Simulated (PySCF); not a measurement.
Molecule: `InChI=1S/C5H9ClO/c1-2-3-4-5(6)7/h2-4H2,1H3`.

Molfile (atoms numbered from 1):
```
C5H9ClO
     RDKit          3D

 16 15  0  0  0  0  0  0  0  0999 V2000
   -1.4150    0.7288    0.6453 C   0  0  0  0  0  0  0  0  0  0  0  0
   -0.0404    1.0775    1.1924 C   0  0  0  0  0  0  0  0  0  0  0  0
    1.0857    0.7739    0.2137 C   0  0  0  0  0  0  0  0  0  0  0  0
    2.4518    1.1406    0.7653 C   0  0  0  0  0  0  0  0  0  0  0  0
    3.5768    0.8550   -0.1835 C   0  0  0  0  0  0  0  0  0  0  0  0
    3.5070    0.3840   -1.2656 O   0  0  0  0  0  0  0  0  0  0  0  0
    5.1682    1.3228    0.5099 Cl  0  0  0  0  0  0  0  0  0  0  0  0
   -2.2092    0.9612    1.3703 H   0  0  0  0  0  0  0  0  0  0  0  0
   -1.4881   -0.3433    0.4026 H   0  0  0  0  0  0  0  0  0  0  0  0
   -1.6311    1.2901   -0.2778 H   0  0  0  0  0  0  0  0  0  0  0  0
    0.1361    0.5260    2.1329 H   0  0  0  0  0  0  0  0  0  0  0  0
   -0.0085    2.1477    1.4636 H   0  0  0  0  0  0  0  0  0  0  0  0
    1.0768   -0.2965   -0.0515 H   0  0  0  0  0  0  0  0  0  0  0  0
    0.9191    1.3151   -0.7327 H   0  0  0  0  0  0  0  0  0  0  0  0
    2.6763    0.6024    1.7025 H   0  0  0  0  0  0  0  0  0  0  0  0
    2.5169    2.2096    1.0319 H   0  0  0  0  0  0  0  0  0  0  0  0
  1  2  1  0
  2  3  1  0
  3  4  1  0
  4  5  1  0
  5  6  2  0
  5  7  1  0
  1  8  1  0
  1  9  1  0
  1 10  1  0
  2 11  1  0
  2 12  1  0
  3 13  1  0
  3 14  1  0
  4 15  1  0
  4 16  1  0
M  END
```

Geometry PBE0-D3(BJ)/def2-SVP throughout; GIAO in PySCF 2.14, gas phase, one conformer, non-relativistic; equivalent atoms averaged; functional PBE0.

(1) How do the shifts δ (against TMS, H2O, HCl at the same level) depend on the basis set? (a selection of nuclei; ppm; last column core-seconds on 1 thread of an Arm Neoverse V2, shared host)

(2) Which nucleus among those listed moves most, in ppm?

(3) Taking the largest basis, def2-TZVP (277 functions), as the yardstick, rank the others by their worst heavy-atom deviation.

Results:

(1) 
```csv
basis set,functions,C5,C3,C1,O6,Cl7,H15/H16,H13/H14,H8/H9/H10,H11/H12,core-s
pcSseg-0,85,196.7,28.2,17.5,651.1,455.1,2.84,1.41,1.16,1.08,6.2
cc-pVDZ,147,176.2,30.3,16.5,547.6,411.9,2.55,1.34,0.93,1.05,15
def2-SVP,147,176.2,27.9,15.3,546.3,416.0,2.53,1.22,0.87,0.96,15
aug-cc-pVDZ,246,178.3,29.9,15.4,530.2,432.1,2.97,1.57,1.05,1.22,32
def2-TZVP,277,184.2,30.2,16.0,569.4,466.9,2.90,1.51,0.97,1.18,42
```

(2) O6 (carbonyl oxygen): from 530.2 ppm with aug-cc-pVDZ to 651.1 ppm with pcSseg-0. The smallest spread is 0.26 ppm, at H11/H12. Proton shifts span only some 12 ppm, so a few tenths of a ppm matter as much there as several ppm in carbon.

(3) aug-cc-pVDZ 39.2 ppm (246 functions), def2-SVP 50.9 ppm (147 functions), cc-pVDZ 55.0 ppm (147 functions), pcSseg-0 81.7 ppm (85 functions).

A small basis that lands close on one nucleus may do so by chance; judge by the trend and by all nuclei.
